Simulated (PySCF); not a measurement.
## Atomic charges against the basis set

Species: C₄H₈OSi.
Atom-mapped SMILES: `[CH3:1][O:2][C@H:3]1[CH:4]=[C:5]1[SiH3:6]` (hydrogens: H7, H8, H9 on C1; H10 on C3; H11 on C4; H12, H13, H14 on Si6)

PBE0 throughout (PySCF), one geometry, spherical d and f functions. Geometry: PBE0-D3(BJ)/def2-SVP, one conformer, isolated molecule. Atoms taken as equivalent share a column and are averaged. The first 7 of 10 kinds of atom are listed.

Mulliken charges (e):

```json
{"basis": "STO-3G", "functions": "42", "C1": "-0.127", "O2": "-0.218", "C3": "+0.022", "C4": "-0.109", "C5": "-0.203", "Si6": "+0.563", "H7/H8/H9": "+0.075"}
{"basis": "6-31G", "functions": "74", "C1": "-0.236", "O2": "-0.499", "C3": "-0.002", "C4": "-0.148", "C5": "-0.228", "Si6": "+0.545", "H7/H8/H9": "+0.164"}
{"basis": "pcSseg-0", "functions": "74", "C1": "-0.301", "O2": "-0.656", "C3": "+0.001", "C4": "-0.223", "C5": "-0.449", "Si6": "+0.623", "H7/H8/H9": "+0.217"}
{"basis": "6-31G*", "functions": "104", "C1": "-0.268", "O2": "-0.460", "C3": "+0.062", "C4": "-0.148", "C5": "-0.144", "Si6": "+0.308", "H7/H8/H9": "+0.165"}
{"basis": "cc-pVDZ", "functions": "128", "C1": "+0.063", "O2": "-0.300", "C3": "+0.134", "C4": "-0.058", "C5": "-0.095", "Si6": "+0.237", "H7/H8/H9": "+0.034"}
{"basis": "def2-SVP", "functions": "128", "C1": "+0.125", "O2": "-0.378", "C3": "+0.136", "C4": "-0.101", "C5": "-0.168", "Si6": "+0.397", "H7/H8/H9": "+0.031"}
{"basis": "aug-cc-pVDZ", "functions": "214", "C1": "+0.720", "O2": "-0.679", "C3": "+1.157", "C4": "+0.801", "C5": "-0.685", "Si6": "-0.690", "H7/H8/H9": "-0.162"}
{"basis": "6-311+G(2d,p)", "functions": "218", "C1": "-0.254", "O2": "-0.284", "C3": "+0.021", "C4": "-0.500", "C5": "+0.193", "Si6": "+0.337", "H7/H8/H9": "+0.137"}
{"basis": "def2-TZVP", "functions": "240", "C1": "-0.219", "O2": "-0.264", "C3": "+0.017", "C4": "-0.132", "C5": "-0.132", "Si6": "+0.179", "H7/H8/H9": "+0.115"}
{"basis": "cc-pVTZ", "functions": "296", "C1": "-0.108", "O2": "-0.253", "C3": "+0.095", "C4": "-0.162", "C5": "-0.126", "Si6": "+0.199", "H7/H8/H9": "+0.074"}
{"basis": "IGLO-III", "functions": "299", "C1": "-0.207", "O2": "-0.309", "C3": "+0.058", "C4": "-0.149", "C5": "-0.172", "Si6": "+0.753", "H7/H8/H9": "+0.113"}
```

IAO charges (e):

```json
{"basis": "STO-3G", "functions": "42", "C1": "-0.258", "O2": "-0.222", "C3": "-0.020", "C4": "-0.124", "C5": "-0.278", "Si6": "+0.642", "H7/H8/H9": "+0.122"}
{"basis": "6-31G", "functions": "74", "C1": "-0.236", "O2": "-0.367", "C3": "+0.046", "C4": "-0.122", "C5": "-0.264", "Si6": "+0.449", "H7/H8/H9": "+0.139"}
{"basis": "pcSseg-0", "functions": "74", "C1": "-0.216", "O2": "-0.364", "C3": "+0.047", "C4": "-0.116", "C5": "-0.283", "Si6": "+0.445", "H7/H8/H9": "+0.134"}
{"basis": "6-31G*", "functions": "104", "C1": "-0.194", "O2": "-0.382", "C3": "+0.083", "C4": "-0.120", "C5": "-0.302", "Si6": "+0.582", "H7/H8/H9": "+0.127"}
{"basis": "cc-pVDZ", "functions": "128", "C1": "-0.194", "O2": "-0.379", "C3": "+0.081", "C4": "-0.125", "C5": "-0.299", "Si6": "+0.574", "H7/H8/H9": "+0.127"}
{"basis": "def2-SVP", "functions": "128", "C1": "-0.184", "O2": "-0.380", "C3": "+0.083", "C4": "-0.118", "C5": "-0.301", "Si6": "+0.592", "H7/H8/H9": "+0.124"}
{"basis": "aug-cc-pVDZ", "functions": "214", "C1": "-0.201", "O2": "-0.396", "C3": "+0.079", "C4": "-0.130", "C5": "-0.296", "Si6": "+0.577", "H7/H8/H9": "+0.132"}
{"basis": "6-311+G(2d,p)", "functions": "218", "C1": "-0.202", "O2": "-0.398", "C3": "+0.078", "C4": "-0.127", "C5": "-0.306", "Si6": "+0.609", "H7/H8/H9": "+0.133"}
{"basis": "def2-TZVP", "functions": "240", "C1": "-0.200", "O2": "-0.396", "C3": "+0.081", "C4": "-0.128", "C5": "-0.310", "Si6": "+0.618", "H7/H8/H9": "+0.132"}
{"basis": "cc-pVTZ", "functions": "296", "C1": "-0.202", "O2": "-0.393", "C3": "+0.081", "C4": "-0.128", "C5": "-0.307", "Si6": "+0.603", "H7/H8/H9": "+0.132"}
{"basis": "IGLO-III", "functions": "299", "C1": "-0.203", "O2": "-0.398", "C3": "+0.079", "C4": "-0.129", "C5": "-0.308", "Si6": "+0.617", "H7/H8/H9": "+0.133"}
```

Hirshfeld charges (e):

```tsv
basis	functions	C1	O2	C3	C4	C5	Si6	H7/H8/H9
STO-3G	42	+0.032	-0.154	+0.044	-0.053	-0.118	+0.380	+0.011
6-31G	74	-0.024	-0.176	+0.025	-0.033	-0.117	+0.300	+0.037
pcSseg-0	74	-0.033	-0.157	+0.021	-0.034	-0.112	+0.319	+0.033
6-31G*	104	-0.026	-0.161	+0.024	-0.032	-0.112	+0.300	+0.035
cc-pVDZ	128	-0.041	-0.136	+0.015	-0.037	-0.109	+0.317	+0.034
def2-SVP	128	-0.041	-0.145	+0.016	-0.036	-0.108	+0.322	+0.036
aug-cc-pVDZ	214	-0.049	-0.155	+0.006	-0.042	-0.117	+0.326	+0.040
6-311+G(2d,p)	218	-0.042	-0.159	+0.007	-0.040	-0.120	+0.329	+0.039
def2-TZVP	240	-0.046	-0.153	+0.009	-0.040	-0.116	+0.321	+0.039
cc-pVTZ	296	-0.047	-0.148	+0.011	-0.040	-0.113	+0.318	+0.038
IGLO-III	299	-0.050	-0.155	+0.005	-0.043	-0.113	+0.321	+0.040
```

Some averages cover members that differ in this geometry, most widely: H7/H8/H9, Mulliken in aug-cc-pVDZ -0.292 to -0.074; H7/H8/H9, Mulliken in cc-pVTZ +0.056 to +0.107; H7/H8/H9, IAO in 6-31G +0.125 to +0.166; H7/H8/H9, IAO in aug-cc-pVDZ +0.118 to +0.157 e.

**Question.** Which scheme is steadiest as the basis changes?

**Answer.** Largest range over the bases for any column: Hirshfeld 0.08 e, IAO 0.20 e, Mulliken 1.44 e. Hirshfeld charges move least and Mulliken charges most, counted in e. Without the minimal STO-3G basis the ranges are Hirshfeld 0.04, IAO 0.17, Mulliken 1.44 e.

**Question.** How much do the charges still move between the two largest bases, cc-pVTZ and IGLO-III?

**Answer.** At most, over all atoms: Mulliken 0.554 e, IAO 0.014 e, Hirshfeld 0.007 e.

**Question.** What do the same runs give for the total energy, the frontier levels and the dipole moment?

**Answer.** 
| basis | energy (Eh) | HOMO (eV) | LUMO (eV) | μ (D) |
| --- | --- | --- | --- | --- |
| STO-3G | -515.1982 | -3.81 | 3.19 | 1.49 |
| 6-31G | -521.3155 | -6.94 | -0.28 | 1.21 |
| pcSseg-0 | -520.5454 | -7.11 | -0.63 | 1.32 |
| 6-31G* | -521.4282 | -6.95 | -0.36 | 0.82 |
| cc-pVDZ | -521.4606 | -7.01 | -0.50 | 0.77 |
| def2-SVP | -521.1931 | -7.11 | -0.60 | 0.84 |
| aug-cc-pVDZ | -521.4771 | -7.21 | -0.73 | 0.87 |
| 6-311+G(2d,p) | -521.5274 | -7.24 | -0.77 | 0.89 |
| def2-TZVP | -521.5491 | -7.21 | -0.73 | 0.80 |
| cc-pVTZ | -521.5438 | -7.18 | -0.68 | 0.77 |
| IGLO-III | -521.5529 | -7.23 | -0.76 | 0.85 |

The dipole is fixed by the density alone, so its range of 0.72 D shows that the density itself changes with the basis, not only its division among atoms.
